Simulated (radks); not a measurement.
The numbers below are computed, except where a source is named.
Task: The mean radii <r> (bohr) of the occupied orbitals of an atom or ion are listed with their occupations. Code: a radial shooting solver on a logarithmic mesh with Libxc functionals. Model: scalar-relativistic Kohn-Sham, r2SCAN, spin-polarised, spherical densities, finite nucleus; meta-GGA in the generalised Kohn-Sham scheme; Fermi nuclear charge, rms radius of each element as measured or else 0.836 A^(1/3) + 0.57 fm.

| orbital | occ. | <r> |
|---|---|---|
| 1s down | 1 | 0.01804 |
| 1s up | 1 | 0.01804 |
| 2s up | 1 | 0.07620 |
| 2s down | 1 | 0.07620 |
| 2p up | 3 | 0.06835 |
| 2p down | 3 | 0.06835 |
| 3s up | 1 | 0.1972 |
| 3s down | 1 | 0.1972 |
| 3p up | 3 | 0.1977 |
| 3p down | 3 | 0.1977 |
| 3d up | 5 | 0.1793 |
| 3d down | 5 | 0.1793 |
| 4s up | 1 | 0.4406 |
| 4s down | 1 | 0.4407 |
| 4p up | 3 | 0.4683 |
| 4p down | 3 | 0.4684 |
| 4d up | 5 | 0.5000 |
| 4d down | 5 | 0.4999 |
| 5s up | 1 | 1.035 |
| 5s down | 1 | 1.027 |
| 5p up | 3 | 1.189 |
| 5p down | 3 | 1.176 |
| 4f up | 7 | 0.5798 |
| 4f down | 7 | 0.5758 |
| 5d up | 3 | 1.582 |

Name the element and its charge. Open shells, if any, are filled with parallel spins first.

Result: Z = 75, rhenium, charge +4: Re4+ in [Xe] 4f14 5d3. The 1s radius gives Z: for a bare nucleus <r> = (2 gamma + 1)/(2Z) with gamma = sqrt(1 - (Z/c)^2), 0.01783 bohr for Z = 75, and screening makes it slightly larger (0.01804 here). The occupations add up to 71, and the charge is Z minus that.
